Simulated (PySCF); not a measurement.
An equivalent PySCF input for S⁺ (sulfur, charge +1), [Ne] 3s2 3p3, high-spin 4S determinant, with the spin-free X2C one-electron Hamiltonian (Gaussian nucleus):

```python
from pyscf import gto, scf, dft, mp, cc
import basis_set_exchange as bse
mol = gto.M(atom="S 0 0 0", charge=1, spin=3, symmetry="D2h",
            basis=gto.basis.parse(bse.get_basis("dyall-acv3z", elements=["S"], fmt="nwchem")),
            nucmod="G")
mf = dft.UKS(mol, xc="BLYP").sfx2c1e()
mf.irrep_nelec = {'Ag': (3, 3), 'B1u': (2, 1), 'B2u': (2, 1), 'B3u': (2, 1)}
mf.kernel()
```

It reaches the same state as the run whose output follows, with an energy that differs only through the grid. The run itself started from symmetry-adapted Hartree-Fock orbitals and held the occupation by maximum overlap, on a logarithmic radial grid, so the iterations belong to that start.

```
SCF conv_tol = 1e-09
number electrons alpha = 9  beta = 6
XC functionals = BLYP
    A. D. Becke.,  Phys. Rev. A 38, 3098 (1988)
    C. Lee, W. Yang, and R. G. Parr.,  Phys. Rev. B 37, 785 (1988)
    B. Miehlich, A. Savin, H. Stoll, and H. Preuss.,  Chem. Phys. Lett. 157, 200 (1989)
cycle= 1 E= -398.846504512984  delta_E= -0.012  |g|= 0.0138  |ddm|= 0.116
cycle= 2 E= -398.846558149368  delta_E= -5.36e-05  |g|= 0.0054  |ddm|= 0.0215
cycle= 3 E= -398.846570143731  delta_E= -1.2e-05  |g|= 0.00197  |ddm|= 0.0066
cycle= 4 E= -398.846570605636  delta_E= -4.62e-07  |g|= 0.000155  |ddm|= 0.000659
cycle= 5 E= -398.846570618077  delta_E= -1.24e-08  |g|= 4.45e-06  |ddm|= 0.000194
cycle= 6 E= -398.846570618079  delta_E= -2.1e-12  |g|= 8.32e-08  |ddm|= 2.37e-06
converged SCF energy = -398.846570618079  <S^2> = 3.7505653  2S+1 = 4.0002826
```
